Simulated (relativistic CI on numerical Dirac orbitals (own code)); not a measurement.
# Gd4+ (4f6) in a crystal field

Calculated by Dirac-Coulomb-Breit CI, orbitals from a KLI potential per configuration, QED by a radiative potential, valence Slater integrals scaled by 0.85, one configuration in a parametric crystal field (own radial code).

Field parameters in Wybourne normalisation; cubic f-shell fields have B⁴₄ = √(5/14) B⁴₀ and B⁶₄ = −√(7/2) B⁶₀. The field is a parameter set, without covalency.

S and J are read from ⟨S²⟩ = S(S + 1) and ⟨J²⟩ = J(J + 1) of each level; they are not fictitious spins.

Oh, B40 = 590, B60 = 940 cm⁻¹, the lowest 16 levels:

```tsv
E (cm⁻¹)	Degeneracy	Irrep	S	J
0.0	1	A1	2.92	0.14
510	3	T1	2.94	1.06
1312	2	E	2.96	2.04
1403	3	T2	2.96	2.05
2363	3	T2	2.97	3.04
2474	3	T1	2.97	3.06
2493	1	A2	2.97	3.04
3385	1	A1	2.98	4.00
3503	3	T2	2.98	4.01
3651	3	T1	2.98	4.06
3921	2	E	2.98	4.05
4721	3	T2	2.97	5.01
4912	3	T1	2.97	4.94
4977	2	E	2.97	4.99
5196	3	T1	2.97	4.97
6137	3	T2	2.96	5.96
```

D3h, B20 = 1500, B40 = -380, B60 = -980, B66 = 560 cm⁻¹, the lowest 10 levels:

```csv
E (cm⁻¹),Degeneracy,S,J
0.0,1,2.92,0.23
403,2,2.94,1.05
818,1,2.94,1.11
1257,2,2.96,2.04
1458,2,2.96,2.06
1685,1,2.96,1.99
2368,1,2.97,3.03
2398,1,2.97,3.06
2456,2,2.97,3.08
2568,1,2.97,2.99
```

The next free-ion level lies 513 cm⁻¹ above the lowest; the ground level cannot split, and the field only mixes in higher J.

Levels of this model without a field, named by their leading LS term: 7F_0 0, 7F_1 513, 7F_2 1377, 7F_3 2452, 7F_4 3643, 7F_5 4889, 7F_6 6144, 5D_0 17807 cm⁻¹.
